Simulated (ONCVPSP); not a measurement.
Scattering properties, ONCV potential for vanadium (V)

vanadium (V), optimised norm-conserving Vanderbilt (ONCV), made with ONCVPSP 4.0.1 (PBE, scalar-relativistic). Core [Ne], reference 3s2 3p6 3d3 4s2. Waves: 3s+4s: rc 1.45 bohr, ncon 4, nbas 7, qcut 8.9 1/bohr, 2 projectors; 3p: rc 1.00 bohr, ncon 3, nbas 7, qcut 7.7 1/bohr, 2 projectors, debl 1.4 Ha; 3d: rc 1.60 bohr, ncon 4, nbas 9, qcut 11.5 1/bohr, 3 projectors, debl 3.9 Ha. Local part: polynomial inside 0.85 bohr (lpopt 2, dvloc0 0 Ha). Core correction: Teter function fitted to the true core (icmod 2), fcfact 0.35.

In the p channel the program set the typed energies aside and used -1.618, 0.250 Ha.

The phase is arctan(r·R′/R) of the radial function R(r), unwrapped; energies in Ha, scanned from -4 to 5 Ha. A pole is an energy at which the radial function vanishes at the test radius. The pseudo phase is shifted by a multiple of π to meet the all-electron one at the reference energy, and phase errors are pseudo minus all-electron; the curves can meet again beyond the range given. Levels narrower than the energy grid can be missing from the lists of poles.

Q: For each channel, where are the poles, and over which energies does the pseudopotential scatter like the atom?

A:

```csv
channel,radius (bohr),reference energy (Ha),"poles, all-electron","poles, pseudo",unbroken range about the reference energy with phases within 0.05 rad,phase error 1 Ha above the reference energy (rad)
s,1.47,-0.17,-1.87,-1.87,the whole range,-0.000
p,1.01,-1.62,3.03,3.03,the whole range,+0.000
d,1.63,-0.19,0.53,0.53,the whole range,+0.000
```

Phases in the s channel:

| E (Ha) | all-electron | pseudo |
| --- | --- | --- |
| -3.98 | 0.825 | 0.825 |
| -3.50 | 0.268 | 0.268 |
| -3.02 | -0.799 | -0.799 |
| -2.54 | -1.317 | -1.317 |
| -2.06 | -1.520 | -1.520 |
| -1.58 | -1.631 | -1.631 |
| -1.10 | -1.712 | -1.712 |
| -0.62 | -1.783 | -1.783 |
| -0.14 | -1.858 | -1.858 |
| 0.34 | -1.950 | -1.950 |
| 0.82 | -2.075 | -2.075 |
| 1.30 | -2.272 | -2.273 |
| 1.78 | -2.613 | -2.614 |
| 2.26 | -3.158 | -3.161 |
| 2.74 | -3.711 | -3.714 |
| 3.22 | -4.059 | -4.062 |
| 3.70 | -4.255 | -4.259 |
| 4.18 | -4.375 | -4.379 |
| 4.66 | -4.455 | -4.458 |
